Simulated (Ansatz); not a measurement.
Basis-set extrapolation for CH$_{7}$NSi$_{2}$ (`NC1[SiH2][SiH2]1`) (PBE0-D4/def2-TZVP geometry, frozen core, the Gaussian-basis code of Ansatz). Multiplicity 1, RHF reference.

```tsv
	def2-TZVPP	def2-QZVPP
HF	-674.246618	-674.268869
MP2 correlation	-0.631255	-0.675490
CCSD(T) correlation	-0.709923	not run
```

Energies in hartree. Use E(X) = E(∞) + A·exp(−7.88·√X) for Hartree–Fock and E(X) = E(∞) + B·X^(−2.97) for correlation, with X = 3 and 4, and add CCSD(T) minus MP2 of the smaller set to the MP2 limit.

Problem. What is the CCSD(T) energy at the basis-set limit?

Solution. HF limit: -674.268869 + (-0.022251) × 0.13774 = -674.27193. MP2 limit: -0.675490 + (-0.044235) × 0.74074 = -0.70826. Higher-order term: -0.709923 − (-0.631255) = -0.07867. Total: -675.05886 hartree, 64.2 kcal/mol below CCSD(T)/def2-TZVPP.
